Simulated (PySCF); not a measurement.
Spinor energies of Eu⁴⁶⁺ (europium, charge +46)

Start: [Ne] 3s2 3p5; 3p1/2 filled at m_j = -1/2, +1/2; 3p3/2 filled at m_j = -1/2, +1/2, +3/2. Calculated with PySCF 2.14 in an even-tempered Gaussian basis (18 s from 11 bohr⁻², ratio 2.4; 14 p from 15 bohr⁻², ratio 2.4; 4 d from 54 bohr⁻², ratio 2.6; 4 f from 81 bohr⁻², ratio 2.6): generalised Hartree-Fock with the X2C-1e Hamiltonian and a Gaussian nucleus; one run each with spin-orbit coupling (SO) switched off, then screened by Boettger's factors.

```csv
spinor shell,electrons,"ε, spin-free (eV)","ε, screened SO (eV)",weight of nominal j (screened SO),"rms radius, screened SO (bohr)"
1s1/2,2,-51742.8,-51732.5,1.000,0.0254
2s1/2,2,-10996.8,-10993.0,1.000,0.102
2p1/2,2,-10122.3,-10588.4,1.000,0.0868
2p3/2,4,-10122.3,-9919.7,1.000,0.0928
3s1/2,2,-4252.5,-4251.1,1.000,0.246
3p1/2,2,-3978.2,-4092.6,0.999,0.235
3p3/2,3,-3978.2,-3927.6,0.999,0.245
```

```csv
quantity,spin-free,screened SO
E (hartree),-8887.16241,-8895.46589
M_J,3/2,3/2
⟨J²⟩,3.750,3.750
⟨L²⟩,2.000,2.023
⟨S²⟩,0.750,0.772
```

Each row is a mean over spinors that exchange with the open shell spreads, by up to 23.140 eV (3s1/2).

Breit and QED terms are absent; they matter most for the inner s and p1/2 levels.

Densities and radii are taken from the X2C orbitals without a picture-change correction, which distorts them close to the nucleus.

Without spin-orbit coupling the j labels of p, d and f shells carry no meaning; the spin-free column gives the mean over the occupied spinors of each nl shell.
